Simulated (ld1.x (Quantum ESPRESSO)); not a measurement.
# Before and after: TM potential for Pd

| Property | Result |
| --- | --- |
| Element | Pd |
| Generator | ld1.x (Quantum ESPRESSO) 7.5 |
| Type | norm-conserving Troullier–Martins (Kleinman–Bylander form) |
| Functional | Wu–Cohen |
| Relativity | scalar-relativistic |
| Frozen core | [Ar] 3d10 4s2 |
| Valence charge | 16 |
| Reference configuration | 4p6 4d10 5s0 |
| Partial waves | 5s (bound, empty): rc 1.85 bohr; 4p (bound): rc 1.70 bohr; 4d (bound): rc 1.85 bohr |
| Local potential | all-electron potential smoothed inside 1.35 bohr (lloc = -1) |
| Core correction | none |

Change: local potential all-electron potential smoothed inside 0.72 bohr (lloc = -1).

Cutoffs: the cutoffs (Ry, on a coarse ladder) from which the occupation-weighted sum of valence levels, in a spherical-Bessel basis at the reference potential, stays within 10 and 1 mRy of its value at 400 Ry; they do not see the model core or the augmentation charge, which bear on the density cutoff. Errors are all-electron minus pseudo energies relative to the spin-unpolarised reference configuration.

Question: Predict the effect on cutoff, ghosts and configuration errors.

Answer: The potential gets neither clearly harder nor softer (55 Ry and 80 Ry → 55 Ry and 80 Ry); both files keep a bound ghost (s); of the 7 tests that both files solve, the error grows in 2 and shrinks in 3 by more than 15 % and 0.3 meV (median size 7.4 → 2.9 meV); the range in which the s phases agree widens (upper end 0.6 → at the end of the scan); the range in which the p phases agree narrows (upper end 1.4 → 0.4).

```tsv
quantity	base	changed
cutoff, loose	55 Ry	55 Ry
cutoff, tight	80 Ry	80 Ry
bound ghosts	s	s
error for 4p6 4d9 5s0, meV [ΔE 9.12 eV]	-0.9	-0.4
error for 4p6 4d8 5s0, meV [ΔE 29.95 eV]	-6.1	-2.9
error for 4p6 4d7 5s0, meV [ΔE 64.31 eV]	-13	-2.1
error for 4p5 4d10 5s0, meV [ΔE 57.14 eV]	-98	-93
error for 4p6 4d9.5 5s0, meV [ΔE 3.23 eV]	-0.1	0.0
error for 4p6 4d8 5s1, meV [ΔE 13.68 eV]	+7.4	-27
error for 4p6 4d6 5s0, meV [ΔE 113.66 eV]	-8.4	+19
s: phases at 1.99 bohr within 0.05 rad from the reference energy up to (Ry; the scan ends near 5)	0.6	to the end of the scan
p: phases at 1.99 bohr within 0.05 rad from the reference energy up to (Ry; the scan ends near 5)	1.4	0.4
d: phases at 1.99 bohr within 0.05 rad from the reference energy up to (Ry; the scan ends near 5)	to the end of the scan	to the end of the scan
```

 A true bound ghost makes a file unfit for plane-wave use even where its test errors are small: the radial tests pick states by their node count and pass the ghost by.
